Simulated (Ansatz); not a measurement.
Geometry optimisation, Ansatz, UKS BHLYP-D4/STO-3G.

Input file:

```yaml
crystal:
  periodic: [false, false, false]
  atoms:
    - { symbol: F, position_ang: [-1.2332, -1.6764, 1.1527] }
    - { symbol: C, position_ang: [-1.3166, -1.1667, -0.1355] }
    - { symbol: C, position_ang: [0.0812, -0.9345, -0.6291] }
    - { symbol: C, position_ang: [1.0204, -0.0189, 0.2992] }
    - { symbol: Si, position_ang: [0.4724, 1.761, 0.406] }
    - { symbol: Cl, position_ang: [0.5421, 2.6281, -1.444] }
    - { symbol: H, position_ang: [-1.8834, -0.2463, -0.1452] }
    - { symbol: H, position_ang: [-1.7756, -1.8949, -0.7623] }
    - { symbol: H, position_ang: [0.1005, -0.5279, -1.5969] }
    - { symbol: H, position_ang: [0.6171, -1.9102, -0.6313] }
    - { symbol: H, position_ang: [0.9409, -0.4549, 1.3345] }
    - { symbol: H, position_ang: [2.0056, -0.0626, -0.0272] }
    - { symbol: H, position_ang: [-0.9712, 1.9456, 0.8986] }
    - { symbol: H, position_ang: [1.3868, 2.5295, 1.3093] }
magnetization:
  spin_polarized: true
basis:
  gaussian: { orbitals: STO-3G }
hamiltonian:
  xc: { name: BHLYP }
  dispersion: d4
relax:
  f_tol: 0.02
  max_steps: 40
output:
  orbitals: {}
```

Run as:

```bash
$ ansatz run input.yaml --threads 1 --pin off --max-ram 2048MiB --backend cpu --events-out ev --progress --plain --runs-dir out
```

**Question.** Where does it end, and by what steps?

**Answer.** The forces met the threshold. The force dipped under the threshold on the way, but the program's further checks kept it going. Limits of this set-up: minimal basis. After 14 steps the energy has fallen by 0.629 eV; Cl6 moved furthest, 0.59 Å.

```json
{"step": "0", "energy less start (eV)": "0.0000", "largest force component (eV/Å)": "4.446", "accepted": "yes"}
{"step": "1", "energy less start (eV)": "-0.5693", "largest force component (eV/Å)": "0.701", "accepted": "yes"}
{"step": "2", "energy less start (eV)": "-0.6143", "largest force component (eV/Å)": "0.231", "accepted": "yes"}
{"step": "3", "energy less start (eV)": "-0.6195", "largest force component (eV/Å)": "0.082", "accepted": "yes"}
{"step": "4", "energy less start (eV)": "-0.6208", "largest force component (eV/Å)": "0.029", "accepted": "yes"}
{"step": "5", "energy less start (eV)": "-0.6225", "largest force component (eV/Å)": "0.058", "accepted": "yes"}
{"step": "6", "energy less start (eV)": "-0.6243", "largest force component (eV/Å)": "0.095", "accepted": "yes"}
{"step": "7", "energy less start (eV)": "-0.6254", "largest force component (eV/Å)": "0.070", "accepted": "yes"}
{"step": "8", "energy less start (eV)": "-0.6270", "largest force component (eV/Å)": "0.056", "accepted": "yes"}
{"step": "9", "energy less start (eV)": "-0.6278", "largest force component (eV/Å)": "0.056", "accepted": "yes"}
{"step": "10", "energy less start (eV)": "-0.6283", "largest force component (eV/Å)": "0.072", "accepted": "yes"}
{"step": "11", "energy less start (eV)": "-0.6286", "largest force component (eV/Å)": "0.046", "accepted": "yes"}
{"step": "12", "energy less start (eV)": "-0.6290", "largest force component (eV/Å)": "0.018", "accepted": "yes"}
{"step": "13", "energy less start (eV)": "-0.6291", "largest force component (eV/Å)": "0.011", "accepted": "yes"}
{"step": "14", "energy less start (eV)": "-0.6291", "largest force component (eV/Å)": "0.006", "accepted": "yes"}
```

```xyz
14
Properties=species:S:1:pos:R:3
F -1.420 -1.494 1.125
C -1.286 -1.079 -0.202
C 0.214 -0.945 -0.601
C 1.012 -0.063 0.388
Si 0.431 1.710 0.488
Cl 0.011 2.382 -1.454
H -1.793 -0.105 -0.342
H -1.776 -1.804 -0.878
H 0.262 -0.523 -1.610
H 0.661 -1.943 -0.634
H 0.943 -0.503 1.385
H 2.064 -0.082 0.103
H -0.782 1.848 1.240
H 1.447 2.570 1.020
```

Whether the end is a true minimum wasn't checked by a vibrational analysis.

Run time: 97 s on 1 thread of Arm Neoverse V1, on a shared host, peak memory 0.19 GiB.
